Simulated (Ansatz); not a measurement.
One change: `C#[C][GeH2][CH3]` becomes `C#[C][GeH2][F]`.

Ansatz, PBE0-D4/def2-TZVP geometries, multiplicity 1. 

Scalar relativity is left out up to krypton.

```tsv
property	`C#[C][GeH2][CH3]`
LUMO energy (B3LYP/def2-TZVPP) / eV	-0.01
HOMO–LUMO gap (PBE/def2-TZVPP) / eV	6.11
size of the dipole moment (B3LYP/def2-TZVPP) / D	0.80
HOMO energy (ωB97M-V/def2-TZVPP) / eV	-10.23
HOMO energy (PBE0/def2-TZVPP) / eV	-7.99
ideal-gas entropy at 298 K and 1 bar (rigid rotor, harmonic PBE0-D4/def2-TZVP) / J/(mol·K)	330
```

(1) Give the same properties after the change, and the shifts. (Estimate.)

## Answers

(1) Computed: 
```tsv
property	`C#[C][GeH2][F]`	shift
LUMO energy (B3LYP/def2-TZVPP) / eV	-1.05	-1.04
HOMO–LUMO gap (PBE/def2-TZVPP) / eV	5.59	-0.52
size of the dipole moment (B3LYP/def2-TZVPP) / D	2.26	1.46
HOMO energy (ωB97M-V/def2-TZVPP) / eV	-10.81	-0.58
HOMO energy (PBE0/def2-TZVPP) / eV	-8.57	-0.58
ideal-gas entropy at 298 K and 1 bar (rigid rotor, harmonic PBE0-D4/def2-TZVP) / J/(mol·K)	313	-17
```

With PBE0 the HOMO falls by 0.58 eV and the LUMO falls by 1.05 eV, so the gap narrows by about 0.47 eV. PBE moves the HOMO by -0.55 eV and ωB97M-V by -0.58 eV. The zero-point energy changes by -89.6 kJ/mol with -9 modes. Dipoles are sizes alone; their direction can turn.

B3LYP here is the variant with VWN-RPA as its local correlation; programs differ in this.
